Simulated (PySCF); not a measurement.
**[CeCl3(H2O)]+ relaxed at several levels**

Computed with PySCF 2.14.0, PBE0, def2-SVP on the ligands, density fitting, scalar-relativistic core potentials, no spin-orbit coupling, vacuum. Each row is relaxed at its own level from the same template. Distances are means of the shortest metal–ligand contacts, charges and spins Mulliken's; removal energies are rigid, with the ligand's formal charge and no counterpoise, so too large; for an anion taken off a cation in vacuum most of it is the attraction of opposite charges, and multiply charged cations can part far more cheaply with an electron moved from ligand to metal. lcecp potentials hold a fixed number of 4f electrons in the core, out of states, spins and gaps.

```csv
level,basis on the metal,point group,M–Cl (Å),M–H2O (Å),charge on M (e),HOMO–LUMO gap (eV),removal of one Cl (eV),"strongest infrared band, degenerate modes summed (cm⁻¹)",unstable modes (below −25 cm⁻¹)
PBE0,lcecp-2-SVP with ECP46,Cs,2.435,2.397,1.38,–,14.40,463,0
```

(1) What does the calculation give for PBE0, def2-SVP with ECP28?

One start shape was tried for each, so a minimum needn't be the lowest isomer.

Results:

(1) point group: Cs, M–Cl (Å): 2.420, M–H2O (Å): 2.413, charge on M (e): 1.12, HOMO–LUMO gap (eV): 4.12, removal of one Cl (eV): 14.02, strongest infrared band, degenerate modes summed (cm⁻¹): 430, unstable modes (below −25 cm⁻¹): 0.
```xyz
7

Ce   -0.0111    0.0311   -0.0311
Cl    1.1874    1.6617    1.2992
Cl   -1.5544   -1.2842    1.2842
Cl    1.1874   -1.2992   -1.6617
O    -1.3997    1.4263   -1.4263
H    -1.7369    2.3128   -1.2156
H    -1.7369    1.2156   -2.3128
```
